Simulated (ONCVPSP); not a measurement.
Which change was made? (Co, ONCV)

ONCVPSP 4.0.1 input, shortened (lines: element, Z, core and valence counts, functional; n l f; lmax; l rc ep ncon nbas qcut; lloc lpopt rc5 dvloc0; l nproj debl; icmod fcfact rcfact), PBEsol, scalar-relativistic:

```
  Co 27.00    3    4  -116133      upf
    1    0    2.00
    2    0    2.00
    2    1    6.00
    3    0    2.00
    3    1    6.00
    3    2    7.00
    4    0    1.00
    3
    0    1.45    0.00    4    7   10.60
    1    0.90    0.00    4    9    9.10
    2    0.90    0.00    3    7   16.60
    3    1.20    0.05    4    9    9.60
    4    5    0.60    2.00
    0    2    3.50
    1    3    1.30
    2    1    3.30
    3    2    2.60
    0    0.00    0.00
```

In the p channel the program set the typed energies aside and used -2.732, 0.250, 1.550 Ha.

Cutoffs, loose and tight: the cutoffs (Ha) at which the residual kinetic energy of the hardest occupied pseudo-wave falls to 1 and 0.1 mHa per electron. They do not see the model core or the augmentation charge, which bear on the density cutoff. Test errors are all-electron minus pseudo excitation energies from the reference, over the configurations 3s2 3p6 3d7 4s2; 3s2 3p6 3d7 4s0; 3s2 3p6 3d6 4s0; 3s2 3p6 3d6 4s2 4p1; variants that change the core or the reference have their own tests.

The base gives: outcome: generated, projector energies reset by the program; cutoff, loose: 104 Ha; cutoff, tight: 118 Ha; bound ghosts: none; GHOST(+) flags above zero: s; largest test error (meV): +10.

Question: After one change the result is: outcome: generated, projector energies reset by the program; cutoff, loose: 113 Ha; cutoff, tight: 375 Ha; bound ghosts: p; GHOST(+) flags above zero: s; largest test error (meV): +8.3. Which change was it?
A. all radii scaled by about 0.89 (s 1.30, p 0.80, d 0.80, f 1.06 bohr); local potential polynomial inside 0.54 bohr (lpopt 5, dvloc0 2 Ha)
B. all radii scaled by about 1.24 (s 1.80, p 1.12, d 1.12, f 1.48 bohr); local potential polynomial inside 0.74 bohr (lpopt 5, dvloc0 2 Ha)
C. all radii scaled by about 0.78 (s 1.12, p 0.70, d 0.70, f 0.94 bohr); local potential polynomial inside 0.46 bohr (lpopt 5, dvloc0 2 Ha)

Answer: A. The others give: all radii scaled by about 1.24 (s 1.80, p 1.12, d 1.12, f 1.48 bohr); local potential polynomial inside 0.74 bohr (lpopt 5, dvloc0 2 Ha) → outcome: generated, projector energies reset by the program; cutoff, loose: 88 Ha; cutoff, tight: 102 Ha; bound ghosts: none; GHOST(+) flags above zero: none; largest test error (meV): +13 | all radii scaled by about 0.78 (s 1.12, p 0.70, d 0.70, f 0.94 bohr); local potential polynomial inside 0.46 bohr (lpopt 5, dvloc0 2 Ha) → outcome: generated, projector energies reset by the program; cutoff, loose: 176 Ha; cutoff, tight: 514 Ha; bound ghosts: p; GHOST(+) flags above zero: s, p, f; largest test error (meV): +5.7.
